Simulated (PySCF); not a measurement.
## Energy of He⁺ (helium, charge +1) between two integer charges

The 1s alpha orbital of 1s1 is emptied in steps (occupation f), with all orbitals relaxed, ending at no electrons. Calculation: PySCF 2.14, in aug-cc-pVTZ-DK (4s3p2d, 23 functions); the spin-free X2C one-electron Hamiltonian (Gaussian nucleus). The exact energy is a straight line in f; departures are measured from the line between the end points of the same method.

```csv
f,UHF (eV)
1,0.000
0.8,0.000
0.6,0.000
0.4,0.000
0.2,0.000
0,0.000
```

```
method  E(f=0) − E(f=1) (eV)  −ε at f=1 (eV)  −ε at f=0.4 (eV)
   UHF                54.396          54.396            54.396
```

Orbital energy along the path (eV):

```tsv
f	UHF
1	-54.396
0.8	-54.396
0.6	-54.396
0.4	-54.396
0.2	-54.396
0	-54.396
```

Reference removal energy between the ground levels: 54.418 eV (theoretical estimate listed by NIST; NIST Atomic Spectra Database, ionization energies). UHF lacks correlation.
